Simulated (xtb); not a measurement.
hexafluorobutadiene (C₄F₆), SMILES FC(F)=C(F)C(F)=C(F)F. All values are semi-empirical tight-binding results from xtb (GFN2-xTB unless named), good for trends rather than for accurate numbers. Coordinates come from a GFN2-xTB optimisation. Other conformers were not sampled.

Computed properties:
- point group as xtb finds it: C2h
- orbital gap: 3.34 eV
- dipole moment: 0.00 D
- zero-point energy: 22.8 kcal/mol
- G − E(el) at 298.15 K (modified RRHO): 1.0 kcal/mol
- static polarisability (D4 model): 54.8 bohr³
- solvation energy, GFN2-xTB/ALPB(water): 1.1 kcal/mol
- solvation energy, GFN2-xTB/ALPB(ch2cl2): -2.0 kcal/mol

Computed IR lines (harmonic; lines under 4 % of the strongest left out, lines within 3 cm⁻¹ merged):
ν (cm⁻¹): 325 (w), 467 (w), 933 (s), 1158 (s), 1249 (vs), 1709 (vs) (against the strongest line: vs over 80 %, s over 45 %, m over 15 %, w over 4 %, vw less)
